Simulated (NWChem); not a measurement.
Everything below was run with NWChem. System: boron oxyfluoride (BFO), charge 0, spin multiplicity 1, at a geometry optimised with B3LYP/def2-SVP. Level: MP2/def2-TZVP, 3 core orbitals frozen.

NWChem printed:

```
             Northwest Computational Chemistry Package (NWChem) 7.3.0
             --------------------------------------------------------

                                NWChem Input Module
                                -------------------

 Scaling coordinates for geometry "geometry" by  1.889725989
 (inverse scale =  0.529177249)

 Turning off AUTOSYM since
 SYMMETRY directive was detected!

                             Geometry "geometry" -> ""
                             -------------------------

 Output coordinates in angstroms (scale by  1.889725989 to convert to a.u.)

  No.       Tag          Charge          X              Y              Z
 ---- ---------------- ---------- -------------- -------------- --------------
    1 F                    9.0000     0.00000000     0.00000000    -1.19844800
    2 B                    5.0000     0.00000000     0.00000000     0.08713900
    3 O                    8.0000     0.00000000     0.00000000     1.29379200

 Effective nuclear repulsion energy (a.u.)      51.3527814072

            Nuclear Dipole moment (a.u.)
            ----------------------------
        X                 Y               Z
 ---------------- ---------------- ----------------
     0.0000000000     0.0000000000    -0.0000018897

      Symmetry information
      --------------------

 Group name             C2v
 Group number             16
 Group order               4
 No. of unique centers     3

      Symmetry unique atoms

     1    2    3


 Summary of "ao basis" -> "" (spherical)
 ------------------------------------------------------------------------------
       Tag                 Description            Shells   Functions and Types
 ---------------- ------------------------------  ------  ---------------------
 *                         def2-tzvp                  on all atoms

 Summary of "ao basis" -> "ao basis" (spherical)
 ------------------------------------------------------------------------------
       Tag                 Description            Shells   Functions and Types
 ---------------- ------------------------------  ------  ---------------------
 F                         def2-tzvp                11       31   5s3p2d1f
 B                         def2-tzvp                11       31   5s3p2d1f
 O                         def2-tzvp                11       31   5s3p2d1f

                                 NWChem SCF Module
                                 -----------------

  ao basis        = "ao basis"
  functions       =    93
  atoms           =     3
  closed shells   =    11
  open shells     =     0
  charge          =   0.00
  wavefunction    = RHF
  use symmetry    = T
  symmetry adapt  = T

 Summary of "ao basis" -> "ao basis" (spherical)
 ------------------------------------------------------------------------------
       Tag                 Description            Shells   Functions and Types
 ---------------- ------------------------------  ------  ---------------------
 F                         def2-tzvp                11       31   5s3p2d1f
 B                         def2-tzvp                11       31   5s3p2d1f
 O                         def2-tzvp                11       31   5s3p2d1f

      Symmetry analysis of basis
      --------------------------

        a1         42
        a2          9
        b1         21
        b2         21

 Forming initial guess at       0.1s

      Superposition of Atomic Density Guess
      -------------------------------------

 Sum of atomic energies:        -198.73709846

      Non-variational initial energy
      ------------------------------

 Total energy =    -199.375211
 1-e energy   =    -375.867534
 2-e energy   =     125.139542
 HOMO         =      -0.537103
 LUMO         =      -0.008202

      Symmetry analysis of molecular orbitals - initial
      -------------------------------------------------

 !! scf_movecs_sym_adapt:   60 vectors were symmetry contaminated

  Symmetry fudging

 !! scf_movecs_sym_adapt:   58 vectors were symmetry contaminated

  Numbering of irreducible representations:

     1 a1          2 a2          3 b1          4 b2

  Orbital symmetries:

     1 a1          2 a1          3 a1          4 a1          5 a1
[...]
              MO Center= -7.5D-17,  5.8D-17,  1.4D+00, r^2= 6.5D-01
   Bfn.  Coefficient  Atom+Function         Bfn.  Coefficient  Atom+Function
  ----- ------------  ---------------      ----- ------------  ---------------
    70      0.410011  3 O  pz                73      0.319282  3 O  pz
    67      0.267092  3 O  s                 66      0.239125  3 O  s
    34     -0.220557  2 B  s                 39     -0.207432  2 B  pz

 Vector   10  Occ=2.000000D+00  E=-5.249711D-01  Symmetry=b1
              MO Center= -3.6D-17, -2.3D-32,  1.0D+00, r^2= 9.7D-01
   Bfn.  Coefficient  Atom+Function         Bfn.  Coefficient  Atom+Function
  ----- ------------  ---------------      ----- ------------  ---------------
    68      0.406315  3 O  px                71      0.364104  3 O  px
    74      0.208473  3 O  px                37      0.178843  2 B  px

 Vector   11  Occ=2.000000D+00  E=-5.249711D-01  Symmetry=b2
              MO Center= -3.6D-32,  1.5D-16,  1.0D+00, r^2= 9.7D-01
   Bfn.  Coefficient  Atom+Function         Bfn.  Coefficient  Atom+Function
  ----- ------------  ---------------      ----- ------------  ---------------
    69      0.406315  3 O  py                72      0.364104  3 O  py
    75      0.208473  3 O  py                38      0.178843  2 B  py

 Vector   12  Occ=0.000000D+00  E= 7.267462D-02  Symmetry=a1
              MO Center=  1.3D-14,  4.5D-16, -3.1D-01, r^2= 5.4D+00
   Bfn.  Coefficient  Atom+Function         Bfn.  Coefficient  Atom+Function
  ----- ------------  ---------------      ----- ------------  ---------------
    35      2.877091  2 B  s                 36     -1.932878  2 B  s
    67     -0.897537  3 O  s                  5     -0.756330  1 F  s
    53      0.622273  2 B  d  0              14     -0.416062  1 F  pz
    34     -0.364447  2 B  s                 76      0.339334  3 O  pz
    45      0.315050  2 B  pz                 4      0.170271  1 F  s

 Vector   13  Occ=0.000000D+00  E= 1.412940D-01  Symmetry=b2
              MO Center=  4.2D-31, -1.5D-16,  5.2D-03, r^2= 6.0D+00
   Bfn.  Coefficient  Atom+Function         Bfn.  Coefficient  Atom+Function
  ----- ------------  ---------------      ----- ------------  ---------------
    44      1.221978  2 B  py                75     -0.381048  3 O  py
    13     -0.183288  1 F  py                69     -0.160265  3 O  py

 Vector   14  Occ=0.000000D+00  E= 1.412940D-01  Symmetry=b1
              MO Center= -1.2D-14,  1.7D-30,  5.2D-03, r^2= 6.0D+00
   Bfn.  Coefficient  Atom+Function         Bfn.  Coefficient  Atom+Function
  ----- ------------  ---------------      ----- ------------  ---------------
    43      1.221978  2 B  px                74     -0.381048  3 O  px
    12     -0.183288  1 F  px                68     -0.160265  3 O  px

 center of mass
 --------------
 x =   0.00000000 y =   0.00000000 z =  -0.04580959

 moments of inertia (a.u.)
 ------------------
         193.256654885299           0.000000000000           0.000000000000
           0.000000000000         193.256654885299           0.000000000000
           0.000000000000           0.000000000000           0.000000000000

  Mulliken analysis of the total density
  --------------------------------------

    Atom       Charge   Shell Charges
 -----------   ------   -------------------------------------------------------
    1 F    9     9.29   0.77  1.20  0.60  0.98  0.39  2.25  2.26  0.83  0.00  0.01  0.00
    2 B    5     4.38   0.92  1.07  0.50  0.08  0.01  0.92  0.51  0.06  0.13  0.14  0.05
    3 O    8     8.33   0.79  1.18  0.59  0.89  0.30  1.82  1.90  0.82  0.00  0.02  0.00

       Multipole analysis of the density wrt the origin
       ------------------------------------------------

     L   x y z        total         open         nuclear
     -   - - -        -----         ----         -------
     0   0 0 0     -0.000000      0.000000     22.000000

     1   1 0 0      0.000000      0.000000      0.000000
     1   0 1 0     -0.000000      0.000000      0.000000
     1   0 0 1     -0.949743      0.000000     -0.000002

     2   2 0 0    -10.481813      0.000000      0.000000
     2   1 1 0     -0.000000      0.000000      0.000000
     2   1 0 1      0.000000      0.000000      0.000000
     2   0 2 0    -10.481813      0.000000      0.000000
     2   0 1 1     -0.000000      0.000000      0.000000
     2   0 0 2    -15.455815      0.000000     94.117708

                   NWChem MP2 Semi-direct Energy/Gradient Module
                   ---------------------------------------------

  Basis functions       =     93
  Molecular orbitals    =     93
  Frozen core           =      3
  Frozen virtuals       =      0
  Active alpha occupied =      8
  Active beta occupied  =      8
  Active alpha virtual  =     82
  Active beta virtual   =     82
  Use MO symmetry       = T
  Use skeleton AO sym   = T

  AO/Fock/Back tols     =   1.0D-09  1.0D-09  1.0D-09

 GA uses MA = F    GA memory limited = T

 Available:
  local mem=  1.26D+08
 global mem=  1.44D+08
 local disk=  0.00D+00
  mp2_memr nvloc                    82
  nvloc new                    82
   1 passes of   8:        5242880                      50430                   9565441.
   1 passes of   8: M    126153170           G      144161902           F     120910290.

 Semi-direct pass number   1 of   1  for RHF alpha+beta  at        1.5s
  vrange nnbf                  4282
  mp2_eaftype                    36  avail_ma_in_mb                  1099
 EAF : mp2_eaftype filesize          36    4782720.
  mp2_eaf for mointskh                     36
Node 0 wrote     22.5 Mb in      0.0 s     Agg I/O rate:  1959.6 Mb/s
 Done moints_semi at        3.2s
  mp2_eaftype                    36  avail_ma_in_mb                  1063
 EAF : mp2_eaftype filesize          36    4782720.
  mp2_eaf for kh                    36
 Done maket at        3.3s
 Done multipass loop at        3.3s

          -------------------------------------------
          SCF energy                -199.165466087596
          Correlation energy          -0.567019233483
          Singlet pairs               -0.342727330505
          Triplet pairs               -0.224291902978
          Total MP2 energy          -199.732485321079
          -------------------------------------------

          ---------------------------------------------------
                    Spin Component Scaled (SCS) MP2
          Same spin pairs                     -0.149527935318
          Same spin scaling factor             0.333333333333
          Opposite spin pairs                 -0.417491298164
          Opposite spin scaling fact.          1.200000000000
          SCS-MP2 correlation energy          -0.550832202903
          Total SCS-MP2 energy              -199.716298290500
          ---------------------------------------------------

 -----------------------
 Performance information
 -----------------------

 Timer overhead =  1.88D-07 seconds/call

               Nr. of calls         CPU time (s)                 Wall time (s)                GFlops
             ---------------    -------------------     ------------------------------   -------------------
Name         Min   Avg   Max    Min     Avg     Max     Min     Avg     Max   Mx/calls   Min     Max     Sum
mp2: moin     1     1     1    1.7     1.7     1.7      1.7     1.7     1.7     1.7      0.0     0.0     0.0
mp2: make     1     1     1   8.40E-2 8.40E-2 8.40E-2  8.40E-2 8.40E-2 8.40E-2 8.40E-2   0.0     0.0     0.0
mp2: tota     1     1     1    1.8     1.8     1.8      1.8     1.8     1.8     1.8      0.0     0.0     0.0

 The average no. of pstat calls per process was 3.00D+00
 with a timing overhead of 5.64D-07s

 Task  times  cpu:        3.3s     wall:        3.3s

 Total times  cpu:        3.3s     wall:        3.3s
```

### Question
Write an NWChem input that would produce this output.

### Answer
Several could match; the one computed here: 
```
start mol
memory heap 200 mb stack 900 mb global 1100 mb
geometry units angstroms nocenter noautoz
  F      0.000000     0.000000    -1.198448
  B      0.000000     0.000000     0.087139
  O      0.000000     0.000000     1.293792
  symmetry group C2v
end
basis spherical
  * library def2-tzvp
end
scf
  rhf
  nopen 0
  maxiter 100
  thresh 1e-7
  semidirect memsize 60000000 filesize 0
end
mp2
  freeze core 3
end
task mp2 energy
```
